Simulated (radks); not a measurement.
The numbers below are computed, except where a source is named.
Question: Radial electron density D(r) = 4 pi r^2 rho(r) of an atom or ion with 20 electrons. Code: a radial shooting solver on a logarithmic mesh with Libxc functionals. Model: non-relativistic Kohn-Sham, PBE, spin-polarised, spherical densities, point nucleus.

| r (bohr) | D(r) (e/bohr) | spin D(r) |
|---|---|---|
| 0.00424 | 1.521 | -0.0000679 |
| 0.004819 | 1.913 | -0.0000852 |
| 0.005521 | 2.432 | -0.000108 |
| 0.006275 | 3.034 | -0.000134 |
| 0.00719 | 3.818 | -0.000168 |
| 0.008171 | 4.715 | -0.000206 |
| 0.009362 | 5.859 | -0.000254 |
| 0.01064 | 7.137 | -0.000306 |
| 0.01219 | 8.725 | -0.000368 |
| 0.01385 | 10.44 | -0.000431 |
| 0.01587 | 12.50 | -0.000500 |
| 0.01804 | 14.62 | -0.000560 |
| 0.02067 | 17.02 | -0.000610 |
| 0.02349 | 19.34 | -0.000629 |
| 0.02691 | 21.74 | -0.000600 |
| 0.03059 | 23.80 | -0.000499 |
| 0.03505 | 25.60 | -0.000276 |
| 0.03983 | 26.76 | 0.0000864 |
| 0.04563 | 27.29 | 0.000691 |
| 0.05186 | 27.06 | 0.00153 |
| 0.05942 | 26.09 | 0.00277 |
| 0.06753 | 24.66 | 0.00434 |
| 0.07737 | 22.94 | 0.00653 |
| 0.08794 | 21.55 | 0.00918 |
| 0.1007 | 20.78 | 0.0128 |
| 0.1145 | 21.05 | 0.0173 |
| 0.1312 | 22.48 | 0.0237 |
| 0.1491 | 24.68 | 0.0325 |
| 0.1708 | 27.27 | 0.0465 |
| 0.1942 | 29.13 | 0.0668 |
| 0.2224 | 29.63 | 0.101 |
| 0.2528 | 28.20 | 0.149 |
| 0.2896 | 24.68 | 0.225 |
| 0.3292 | 20.11 | 0.326 |
| 0.3771 | 15.08 | 0.467 |
| 0.4286 | 11.31 | 0.631 |
| 0.4911 | 9.148 | 0.831 |
| 0.5582 | 8.909 | 1.03 |
| 0.6395 | 9.892 | 1.21 |
| 0.7268 | 10.98 | 1.32 |
| 0.8327 | 11.35 | 1.35 |
| 0.9464 | 10.53 | 1.29 |
| 1.084 | 8.612 | 1.14 |
| 1.232 | 6.340 | 0.956 |
| 1.412 | 4.060 | 0.756 |
| 1.605 | 2.414 | 0.596 |
| 1.838 | 1.299 | 0.474 |
| 2.089 | 0.7321 | 0.398 |
| 2.394 | 0.4423 | 0.336 |
| 2.721 | 0.3070 | 0.278 |
| 3.117 | 0.2118 | 0.206 |
| 3.543 | 0.1376 | 0.137 |
| 4.059 | 0.07460 | 0.0745 |
| 4.613 | 0.03484 | 0.0348 |
| 5.285 | 0.01223 | 0.0122 |
| 6.007 | 0.003516 | 0.00352 |
| 6.882 | 0.0006849 | 0.000685 |
| 7.822 | 0.0001061 | 0.000106 |

What is the nuclear charge?

Answer: Z = 23. The innermost maximum, from 1s, lies near 1/Z = 0.0435 bohr (found: 0.0467), and its height grows with Z. The density is that of the vanadium ion V3+ in [Ar] 3d1.5 4p0.5; the configuration itself is not fixed sharply by these data, and Z only to about a unit. D(r) has 3 maxima, at r = 0.0467, 0.215, 0.813 bohr, and minima at 0.104, 0.532 bohr, inside which lie 2.13, 10.45 electrons.
